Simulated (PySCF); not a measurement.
## How methods differ on the electron affinity of Sb

Sb⁻ [Kr] 4d10 5s2 5p4 (3P) → Sb [Kr] 4d10 5s2 5p3 (4S), as a difference of total energies. All numbers are calculated (PySCF 2.14, scalar relativity through the core potential, in def2-TZVPPD with the def2 core potential (28 electrons)). Correlated levels: valence: 4s2 4p6 4d10 frozen. The calculations carry no spin-orbit coupling.

```tsv
method	electron affinity (eV)
UHF	-0.168
MP2 (valence)	0.431
SCS-MP2 (valence)	0.482
CCSD (valence)	0.541
CCSD(T) (valence)	0.579
```

The reference lies between the lowest fine-structure levels, while these numbers refer to the centres of the terms.

Errors of the correlated levels include the incompleteness of this basis and the frozen core.

A negative affinity means that the anion lies above the atom at that level of theory.

For comparison: 1.047 eV (measured; photodetachment measurements, as compiled on the Wikipedia data page of electron affinities).
